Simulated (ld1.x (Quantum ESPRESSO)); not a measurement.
Results of a calculation; reference values are marked as such.
# Potentials for S (Z = 16) compared

Generated with ld1.x 7.5 (TM, RRKJ, ultrasoft, PAW), atompaw 4.2 or ONCVPSP 4.0.1. The cutoff is in Ry: for ld1.x and atompaw files where the sum of valence levels is converged to 10 mRy in a Bessel basis, for ONCV files where the hardest occupied wave has 1 mHa per electron of residual kinetic energy. The error is the largest all-electron minus pseudo excitation energy over each file’s own four to seven test configurations (ionisations up to +4, promotions, holes and added fractions of an electron), all of which were solved. The labels leave out finer settings (local radius, basis sizes, second energies), which also bear on the numbers. Spin-polarised tests are not counted. The rows are a selection from randomly drawn settings: files with unsolved tests, undetermined cutoffs or missed reference levels are left out.

| potential | cutoff (Ry) | largest error (meV) | bound ghosts |
| --- | --- | --- | --- |
| PAW, Wu–Cohen, non-relativistic, rc 0.95/0.95/0.90 (spd), local smoothed, core correction yes, reference 2s2 2p6 3s2 3p4 | 140 | -218 | none |
| TM, PBE, non-relativistic, rc 1.15/1.25/1.25 (spd), local smoothed, core correction yes, reference 3s2 3p4 | 70 | +111 | none |
| RRKJ, PBE, fully relativistic, rc 1.20/1.15 (sp), local s, core correction yes, reference 3s2 3p2 | 80 | +77 | none |
| TM semilocal, PBE, scalar-relativistic, rc 1.15/1.30 (sp), local s, core correction no, reference 3s2 3p3.5 | 60 | +62 | none |
| RRKJ, PBE, scalar-relativistic, rc 1.55/1.35/1.35 (spd), local smoothed, core correction yes, reference 3s2 3p3.5 | 40 | +74 | none |
| TM, LDA (PZ), scalar-relativistic, rc 1.00/1.15 (sp), local s, core correction no, reference 3s2 3p4 | 110 | +443 | none |
| TM, LDA (PZ), non-relativistic, rc 1.10/1.55 (sp), local smoothed, core correction yes, reference 3s2 3p4 | 60 | +376 | none |
| PAW, PBE, scalar-relativistic, rc 1.25/1.50 (sp), local smoothed, core correction yes, reference 3s2 3p4 | 25 | -100 | none |

Question: Fill in the row for S: TM, PBEsol, fully relativistic, rc 1.15/1.65/1.75 (spd), local s, core correction no, reference 3s2 3p3.

Answer: cutoff 55 Ry, largest error +218 meV, bound ghosts: none.
